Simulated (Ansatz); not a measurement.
GaH$_{6}$NOSi. The species carries charge 0 and has multiplicity 1. The bonds changed during the relaxation, so this is another structure than the one it started from.

Z-matrix (Å, degrees):
```
Si
O 1 2.036
N 1 1.844 2 76.8
H 1 1.487 2 85.7 3 -120.2
H 1 1.487 2 85.8 3 119.6
H 1 1.522 2 171.4 3 -0.9
Ga 2 1.943 1 107.7 3 -2.8
H 2 0.959 1 122.7 3 -179.5
H 3 1.017 1 109.7 2 127.0
H 3 1.017 1 109.5 2 -119.1
```

Question: List the harmonic frequencies (cm⁻¹, unscaled) at PBE0-D4/def2-TZVP in Ansatz. (Estimate.)

Answer: The calculation gave: 28i, 164, 262, 273, 303, 340, 453, 504, 649, 674, 698, 795, 906, 925, 961, 1069, 1107, 1578, 2016, 2194, 2214, 3496, 3566, 3903.
